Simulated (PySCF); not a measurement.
**Working out the ionisation energy of Se**

Se [Ar] 3d10 4s2 4p4 (3P) → Se+ [Ar] 3d10 4s2 4p3 (4S). Computed with PySCF 2.14 in aug-cc-pVQZ-DK, with scalar relativity by spin-free X2C-1e. Frozen: [Ar] 3d10. Energies in hartree (1 hartree = 27.21139 eV):

```
            part    Se (lower)   Se+ (upper)
             UHF  -2428.072427  -2427.758495
CCSD correlation     -0.127403     -0.093695
             (T)     -0.004495     -0.002993
```

**Question.** What does Hartree-Fock give?

**Answer.** (-2427.758495) − (-2428.072427) = 0.313932 hartree = 8.543 eV.

**Question.** What do CCSD and CCSD(T) give?

**Answer.** The CCSD correlation energies differ by 0.033708 hartree = 0.917 eV and the triples by 0.001502 hartree = 0.041 eV, so CCSD gives 9.460 eV and CCSD(T) 9.501 eV.

Measured between the centres of the two terms (NIST): 9.635 eV, so CCSD(T) (valence) is off by -0.134 eV.

What remains against the reference includes basis incompleteness, the frozen core and higher excitations.
